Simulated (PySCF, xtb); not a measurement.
SnCl3, SMILES [Cl][Sn]([Cl])[Cl], multiplicity 2.

Harmonic wavenumbers (cm⁻¹) from GFN2-xTB run with xtb at its own minimum, in rising order: 78, 80, 80, 266, 273, 273.

Question: What does PBE-D3(BJ)/def2-SVP in PySCF give at its own minimum? (An estimate is asked for; the answer gives what the named calculation found.)

Answer: 91, 91, 103, 316, 345, 345. Paired by order, the mean absolute difference is 40 cm⁻¹ and the zero-point energies are 1.5 and 1.8 kcal/mol.
